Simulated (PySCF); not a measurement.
H7NSSi2, SMILES N[SiH2]S[SiH3].

Geometry: B3LYP-D3(BJ)/def2-SVP. One conformer was computed; it need not be the lowest.

Calculation: SMD-B3LYP/def2-SVP (PySCF).

Solvation free energies are E(SMD) − E(gas) at the gas-phase geometry, for 1 M in both phases. In vacuum the dipole moment is 1.19 D.

Computed solvation free energies in water, benzene, acetonitrile:
| solvent | ΔG(solv) (kcal/mol) | its non-electrostatic (CDS) part | dipole (D) |
|---|---|---|---|
| water | -0.4 | 3.8 | 1.48 |
| benzene | -2.5 | -0.6 | 1.33 |
| acetonitrile | -3.7 | 0.4 | 1.47 |
